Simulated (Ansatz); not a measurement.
Total energies of Sn(OtBu)2 (C8H18O2Sn) from Ansatz at PBE0-D4/def2-TZVP, gas phase (1 Eh = 27.2114 eV = 2625.5 kJ/mol). The reference geometry is relaxed at r2SCAN-D4/def2-SVP.

```csv
state,geometry,energy (Eh)
charge 0 singlet,reference,-680.15812
charge 1 doublet,reference,-679.84338
free Sn atom (triplet),–,-214.25870
free O atom (triplet),–,-75.01860
free C atom (triplet),–,-37.80537
free H atom (doublet),–,-0.50104
```

In the def2 sets Sn takes a core potential; there is no spin–orbit coupling. Single mean-field runs in def2-TZVP are fitted with def2-universal-jkfit.

**Question.** Work out the vertical ionisation energy to the doublet.

**Answer.** E(charge 1 doublet) − E(charge 0 singlet) = -679.84338 − (-680.15812) = 0.31474 Eh = 8.56 eV. For comparison, −ε of the highest occupied level is 6.98 eV at this level, 1.58 eV less.

**Question.** What is the binding energy per atom against free atoms?

**Answer.** Atoms: 1 × (-214.25870) + 2 × (-75.01860) + 8 × (-37.80537) + 18 × (-0.50104) = -675.75758 Eh. Binding: -675.75758 − (-680.15812) = 4.40054 Eh = 119.74 eV, or 4.13 eV for each of 29 atoms (no zero-point energy, no counterpoise term).
